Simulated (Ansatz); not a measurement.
Born–Oppenheimer molecular dynamics of CH5BFN (9 atoms, charge 0, multiplicity 1). It starts from a relaxed structure.

Computed with RKS PBE0/6-31G* in Ansatz 0.2.0.

| Item | Value |
| --- | --- |
| ensemble | NVT, Langevin thermostat |
| time step | 0.5 fs |
| steps asked | 250 |
| set temperature | 50 K |
| friction | 0.001 /fs |
| seed | 506211 |

First frame:

```xyz
9
Properties=species:S:1:pos:R:3
B -0.042 -0.164 -0.102
F -0.058 -0.600 1.173
C 1.344 0.066 -0.813
H 1.922 -0.866 -0.835
H 1.256 0.433 -1.840
H 1.948 0.787 -0.247
N -1.280 0.058 -0.718
H -2.156 -0.097 -0.242
H -1.373 0.383 -1.666
```

(1) How far do the bonds stretch over the last three quarters of this one trajectory? (Pairs bonded in most of those frames.)

## Answers

(1) 
```tsv
bond	mean (Å)	spread (Å)	shortest	longest
B1–F2	1.348	0.008	1.33	1.36
B1–C3	1.574	0.005	1.57	1.58
B1–N7	1.401	0.007	1.39	1.41
C3–H4	1.098	0.016	1.07	1.13
C3–H5	1.095	0.011	1.08	1.11
C3–H6	1.097	0.012	1.07	1.12
N7–H8	1.009	0.007	1.00	1.02
N7–H9	1.007	0.009	0.99	1.02
```

Mean temperature of the second half: 27 K. The mean temperature of the second half is 47 % below the set value. A run of 0.12 ps of so small a system gives no equilibrium averages.

Time of the run: 11 min on 1 thread of Intel(R) Xeon(R) Platinum 8259CL CPU @ 2.50GHz (Skylake/Cascade Lake), with other jobs on the host, peak memory 0.15 GiB.
